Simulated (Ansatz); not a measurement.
Geometry optimisation, UKS B3LYP-D4/def2-SVP (Ansatz 0.2.0).

input.yaml

```yaml
crystal:
  periodic: [false, false, false]
  atoms:
    - { symbol: C, position_ang: [0.1663, 0.6894, -0.6176] }
    - { symbol: C, position_ang: [-0.7088, 0.6719, 0.6506] }
    - { symbol: Al, position_ang: [-0.3992, -1.262, 0.9171] }
    - { symbol: C, position_ang: [0.6099, -0.7147, -0.7597] }
    - { symbol: H, position_ang: [1.0047, 1.3898, -0.5262] }
    - { symbol: H, position_ang: [-0.5017, 1.0715, -1.4965] }
    - { symbol: H, position_ang: [-0.25, 1.3076, 1.463] }
    - { symbol: H, position_ang: [-1.85105, -1.76667, 1.01216] }
    - { symbol: H, position_ang: [0.1685, -2.0537, 2.2441] }
    - { symbol: H, position_ang: [1.6402, -0.8537, -0.6892] }
    - { symbol: H, position_ang: [0.0758, -1.2119, -1.6261] }
magnetization:
  spin_polarized: true
basis:
  gaussian: { orbitals: def2-SVP }
hamiltonian:
  xc: b3lyp
  dispersion: d4
relax:
  f_tol: 0.02
  max_steps: 50
```

Launched with:

```bash
$ ansatz run input.yaml --threads 2 --pin off --max-ram 3072MiB --backend cpu --events-out ev --progress --plain --runs-dir out
```

Where does it end, and by what steps?

The run converged. After 20 steps the energy has fallen by 3.789 eV; H7 moved furthest, 1.49 Å. Parted: Al3–C4 (2.03 → 3.02 Å). Joined: C2–C4 (2.38 → 1.53 Å).

| step | energy less start (eV) | largest force component (eV/Å) | accepted |
| --- | --- | --- | --- |
| 0 | 0.0000 | 3.688 | yes |
| 1 | -1.1749 | 1.254 | yes |
| 2 | -1.4858 | 0.732 | yes |
| 3 | -1.7394 | 0.770 | yes |
| 4 | -2.0866 | 1.033 | yes |
| 5 | -2.5364 | 1.429 | yes |
| 6 | -2.9754 | 1.691 | yes |
| 7 | -3.3903 | 2.037 | yes |
| 8 | -3.5505 | 0.872 | yes |
| 9 | -3.6395 | 0.352 | yes |
| 10 | -3.6803 | 0.429 | yes |
| 11 | -3.7064 | 0.605 | yes |
| 12 | -3.7368 | 0.283 | yes |
| 13 | -3.7618 | 0.220 | yes |
| 14 | -3.7802 | 0.125 | yes |
| 15 | -3.7863 | 0.054 | yes |
| 16 | -3.7861 | 0.112 | no |
| 17 | -3.7873 | 0.052 | yes |
| 18 | -3.7883 | 0.054 | yes |
| 19 | -3.7885 | 0.030 | yes |
| 20 | -3.7886 | 0.003 | yes |

```xyz
11
Properties=species:S:1:pos:R:3
C -0.075 0.794 -0.686
C 0.293 -0.038 0.547
Al -0.974 -1.293 1.308
C 0.922 -0.304 -0.826
H 0.284 1.828 -0.718
H -1.063 0.660 -1.139
H 0.967 0.484 1.238
H -1.957 -2.046 0.310
H -1.045 -1.576 2.869
H 1.975 -0.036 -0.955
H 0.628 -1.205 -1.376
```

Time of the run: 58 s on 2 threads of Intel(R) Xeon(R) Platinum 8488C (Sapphire Rapids), on a shared host, peak memory 0.29 GiB.
